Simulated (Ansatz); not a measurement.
Relative stability

The two ends of one reaction step of BSi2NH7Cl3, closed shell (PBE0-D4/def2-TZVP).

A:

```tsv
atom	x (Å)	y (Å)	z (Å)
B1	-0.3457	-0.2080	-1.5598
Cl2	-0.0988	1.2102	-2.6915
Cl3	0.4822	-1.7283	-2.1801
Cl4	-2.1181	-0.5062	-1.1725
H5	1.2287	0.6459	-0.4372
N6	0.3577	0.1853	-0.1662
Si7	-0.6272	1.3867	0.7984
Si8	0.8085	-1.2722	0.8421
H9	0.3950	2.1157	1.5898
H10	-1.3499	2.2951	-0.1045
H11	-1.4936	0.5995	1.6974
H12	2.1161	-1.7765	0.3855
H13	0.9467	-0.7121	2.2124
H14	-0.3015	-2.2353	0.7861
```

B:

```xyz
14
angstrom
B -1.0108 -0.7906 -0.9897
Cl 1.8515 1.6386 -2.0716
Cl -0.5190 -2.3053 -1.7400
Cl -2.4412 0.0133 -1.6280
H 1.0202 0.9163 -1.4086
N -0.2770 -0.2336 0.0755
Si -0.8995 1.2268 0.8695
Si 1.0796 -1.1570 0.7524
H 0.0475 1.5476 1.9617
H -0.9483 2.3430 -0.1012
H -2.2447 0.9643 1.4312
H 2.1186 -1.3531 -0.2831
H 1.6232 -0.3487 1.8677
H 0.5998 -2.4617 1.2642
```

Program: Ansatz 0.2.0. Basis: def2-TZVPP. Cores are frozen in the correlated methods. B3LYP uses VWN-RPA correlation.

Task: Which structure is lower at CCSD(T), and by how much? (To be estimated.)

Result: Computed: A, by 21.6 kJ/mol (electronic energy, against the other). By their contacts, A is BSi₂NH₇Cl₃ ([SiH3][NH]([SiH3])[B]([Cl])([Cl])[Cl]) and B is a complex of BSi₂NH₆Cl₂ ([SiH3][N]([SiH3])[B]([Cl])[Cl]) + HCl.

Task: Do the other methods give the same order? (A judgement: the text doesn't fix the answer.)

Result: Computed: Not all: HF gives the other order.

| method | E(B) − E(A) (kJ/mol) |
| --- | --- |
| SPW92 | 52.5 |
| PBE-D4 | 28.7 |
| BLYP-D4 | 11.6 |
| r2SCAN-D4 | 26.3 |
| B97M-V | 16.6 |
| PBE0-D4 | 33.6 |
| B3LYP-D4 | 15.5 |
| r2SCAN0-D4 | 30.9 |
| BHLYP-D4 | 19.8 |
| CAM-B3LYP-D4 | 18.1 |
| wB97X-V | 31.1 |
| wB97M-V | 31.1 |
| B2PLYP | 12.5 |
| PBE-QIDH | 35.1 |
| RPA on PBE | 16.5 |
| HF | -8.2 |
| MP2 | 31.1 |
| CCSD | 18.1 |
| CCSD(T) | 21.6 |

No T1 diagnostic of these runs exceeds 0.012.

Labels in which every atom is bracketed show which atoms are joined, not bond orders.

For scale, one of the runs: CCSD(T)/def2-TZVPP, 370 basis functions, launched by `ansatz run in.yaml --threads 4 --pin off --events-out ev --progress --plain --max-ram 66560MiB --backend cuda --devices 0, --max-vram 37GiB`. The run took 16 s on 4 CPU threads of an AMD EPYC 7R13 and a share of one NVIDIA H100 (shared host), with 0.9 GiB of host memory at its peak.
